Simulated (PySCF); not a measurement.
Working out the ionisation energy of Tl

Tl [Xe] 4f14 5d10 6s2 6p1 (2P) → Tl⁺ [Xe] 4f14 5d10 6s2 (1S). All numbers are calculated (PySCF 2.14, the spin-free X2C one-electron Hamiltonian (Gaussian nucleus), in aug-cc-pwCVTZ-DK3 (11s10p8d5f1g, 125 functions)). Frozen: [Kr] 4d10 4f14. Energies in hartree (1 hartree = 27.21139 eV):

| part | Tl (lower) | Tl⁺ (upper) |
| --- | --- | --- |
| UHF | -20241.752395 | -20241.568762 |
| MP2 opposite-spin | -0.428858 | -0.423798 |
| MP2 same-spin | -0.222573 | -0.216146 |

**Question.** What does Hartree-Fock give?

**Answer.** (-20241.568762) − (-20241.752395) = 0.183633 hartree = 4.997 eV.

**Question.** What do MP2 and SCS-MP2 (6/5 opposite-spin, 1/3 same-spin) give?

**Answer.** The opposite-spin parts differ by 0.138 eV and the same-spin parts by 0.175 eV. MP2: 4.997 + (0.138) + (0.175) = 5.310 eV. SCS-MP2: 4.997 + 1.2 × (0.138) + (0.175)/3 = 5.221 eV.

Measured between the centres of the two terms (NIST): 5.464 eV, so MP2 (valence and next inner shell) is off by -0.154 eV.

What remains against the reference includes basis incompleteness, the frozen core and correlation beyond second order.
